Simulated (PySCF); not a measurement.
Sb(OH)2(TeH) (H3O2SbTe), SMILES [OH][Sb]([OH])[TeH]. Geometry: PBE-D3(BJ)/def2-SVP. The structure was generated by enumeration; whether it is a known compound was not checked. The def2 effective core potentials stand for the cores of Sb, Te; spin–orbit coupling is left out. The values are those of a single conformer.

Computed equilibrium geometry at PBE-D3(BJ)/def2-SVP (PySCF confirms it by a frequency run) as Cartesian coordinates in Å (one conformer of several):
```xyz
7

Sb    -0.8043     0.3464     0.8760
O     -2.2665    -0.4824    -0.2351
H     -2.0964    -0.3293    -1.1871
O     -0.7155     2.2227     0.1509
H     -0.3665     2.1956    -0.7646
Te     1.2512    -0.6544    -0.8033
H      2.2776     0.5723    -0.2790
```
